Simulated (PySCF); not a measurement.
# Trend along group 8: MO molecules

PBE0 with triple-zeta basis sets in PySCF, for the lowest determinant that a PBE0 search found; no spin–orbit coupling. De refers to high-spin ground-configuration atoms. A positive dipole means M(−)O(+).

```tsv
M	basis	state (unpaired electrons)	Re (Å)	ωe (cm⁻¹)	De (eV)	μ (D)
Fe	def2-TZVPP	quintet (σ ↑, π ↑↑, δ ↑)	1.598	919	n/a	-5.18
Ru	def2-TZVPP	quintet (σ ↑, π ↑↑, δ ↑)	1.687	938	4.78	-3.70
Os	x2c-TZVPPall	quintet (σ ↑, π ↑↑, δ ↑)	1.695	987	n/a	-3.19
```

The shortest bond is that of FeO (1.598 Å), the longest that of OsO (1.695 Å).

The rows differ in basis set, which adds steps of its own.

Down a group the atoms grow and get heavier, so bonds lengthen and wavenumbers fall; the exceptions here are the higher wavenumber at Ru, Os. Relativity and the filled 4f shell contract the atoms of the sixth period.

De is left out where the level can put another filling of the metal’s s and d shells below the measured ground configuration, by anything from nothing to about 1 eV. The metal atom is held in its measured ground configuration; semilocal functionals can put another filling of s and d lower by some tenths of an eV, and De to that atom would be smaller. These are scalar-relativistic numbers at best; spin–orbit coupling would shift them, the dissociation energy most. With d or f electrons several states lie close, and the lowest PBE0 determinant need not be the measured ground state.
